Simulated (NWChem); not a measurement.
## H2ClGa

```xyz
4

Ga     0.0000     0.0000     0.7120
H     -1.4237     0.0000     1.3741
H      1.4237     0.0000     1.3741
Cl     0.0000     0.0000    -1.4601
```
Charge 0, spin multiplicity 1.

Program: NWChem. The geometry was optimised at PBE/def2-SVP, a minimum by its harmonic frequencies.

Symmetry labels belong to the abelian group C2v used in the runs, with the axes of the coordinates shown.

The Hamiltonian is non-relativistic. The structure started from a generated list of species.

Problem. List the lowest 6 singlet excitations that TD-CAM-B3LYP/def2-SVPD gives, with oscillator strengths.

Solution. 
```json
[
 {"state": "1", "symmetry": "a2", "energy (eV)": "5.22", "wavelength (nm)": "237", "f": "0.000"},
 {"state": "2", "symmetry": "a1", "energy (eV)": "6.47", "wavelength (nm)": "192", "f": "0.035"},
 {"state": "3", "symmetry": "a2", "energy (eV)": "6.62", "wavelength (nm)": "187", "f": "0.000"},
 {"state": "4", "symmetry": "b2", "energy (eV)": "6.65", "wavelength (nm)": "187", "f": "0.014"},
 {"state": "5", "symmetry": "b1", "energy (eV)": "7.08", "wavelength (nm)": "175", "f": "0.066"},
 {"state": "6", "symmetry": "b2", "energy (eV)": "7.63", "wavelength (nm)": "162", "f": "0.039"}
]
```
